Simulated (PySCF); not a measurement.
Molecule: SMILES C1=C[SiH2]C=C[SiH2]1, C4H8Si2.

Bonds (- single, = double, # triple, : aromatic): C1=C2, C2-Si3, Si3-C4, C4=C5, C5-Si6, Si6-C1. C1 carries H7; C2 carries H8; Si3 carries H9, H10; C4 carries H11; C5 carries H12; Si6 carries H13, H14.

Frames of a GFN2-xTB Langevin trajectory at 600 K; GIAO PBE0/pcSseg-1 shieldings in PySCF 2.14, gas phase, non-relativistic; equivalent atoms averaged within each frame.

References, each an isolated molecule treated in the same way: $^{13}$C (σ = 186.93 ppm), $^{29}$Si (σ = 349.16 ppm), $^{1}$H (σ = 31.72 ppm) vs TMS. The references are static minima.

**Question.** How do the shifts (ppm) fluctuate along the trajectory?

**Answer.** 
```
         time (fs)  C1/C2/C4/C5  Si3/Si6  H7/H8/H11/H12  H9/H10/H13/H14
optimised geometry        153.2    -76.3           7.40            4.65
               250        159.8    -74.8           7.95            4.93
               425        156.6    -77.5           7.88            4.83
               625        156.8    -79.4           7.91            5.07
               800        153.7    -77.2           7.29            4.48
              1000        167.6    -78.1           7.81            5.60
    mean of frames        158.9    -77.4           7.77            4.98
standard deviation          5.3      1.7           0.27            0.41
```

5 frames give an uncertainty of the mean of about the standard deviation over 2.2 at best, since frames this close in time may not be independent; classical motion lacks zero-point vibration, and the reference would need the same averaging.
